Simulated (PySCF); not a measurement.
Stationary points of SeBr2

Computed with PBE0/[Se def2-TZVP, Br def2-TZVP], no relativity, density fitting, PySCF.

Relaxations began from a few typed shapes. The search is not exhaustive: other isomers or separated fragments can lie lower, and high-lying points may rest on an excited occupation.

```
   spin  group               bonds           angles  imaginary modes (cm⁻¹)  ΔE (kJ/mol)  ΔE with ZPE (kJ/mol)
singlet    C2v  Se–Br 2.305 Å (×2)  Br–Se–Br 102.6°                    none          0.0                   0.0
singlet    D∞h  Se–Br 2.420 Å (×2)  Br–Se–Br 180.0°                    181i        190.8                     –
```

The lowest minimum found is the singlet C2v: Se–Br 2.305 Å (×2); Br–Se–Br 102.6°.

Counting electrons, selenium keeps 4 of its valence electrons outside its bonds, so the VSEPR class is AX2E2 and the expected shape is bent (C2v), as computed.

The electron or spin density has lower symmetry than the nuclear frame for the singlet D∞h at 190.8 kJ/mol.
